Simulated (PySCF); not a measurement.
H₂MoO₄, SMILES [OH][Mo](=[O])(=[O])[OH], multiplicity 1.

Geometry: PBE-D3(BJ)/def2-SVP. The geometry has at least one imaginary mode, so it is a saddle point at that level. The spin state was assumed, not searched. The isomer is the one that the SMILES or the coordinates give; other isomers of the formula were not compared. The def2 effective core potentials stand for the cores of Mo; spin–orbit coupling is left out. One conformer was computed; it need not be the lowest.

Two levels are set side by side: TDA-PBE/def2-SVPD (PySCF) and TDA-PBE0/def2-SVPD (PySCF). Vertical, same geometry. The lowest singlet is HOMO→LUMO 89 % with PBE and HOMO→LUMO 88 % with the other functional; states are paired by order. Differences are taken from unrounded values.

```json
[
 {"quantity": "lowest singlet excitation (eV)", "TDA-PBE0": "4.80", "TDA-PBE": "4.49", "TDA-PBE minus TDA-PBE0": "-0.31"},
 {"quantity": "lowest triplet excitation (TDA) (eV)", "TDA-PBE0": "3.95", "TDA-PBE": "3.77", "TDA-PBE minus TDA-PBE0": "-0.18"}
]
```

A lower first singlet is the usual sign of a functional without exact exchange. Differences between two approximate levels are no errors against the true value.

Rough cost on one machine, each run with all the roots and properties that it gave: TDA-PBE0 against TDA-PBE about 2 times.
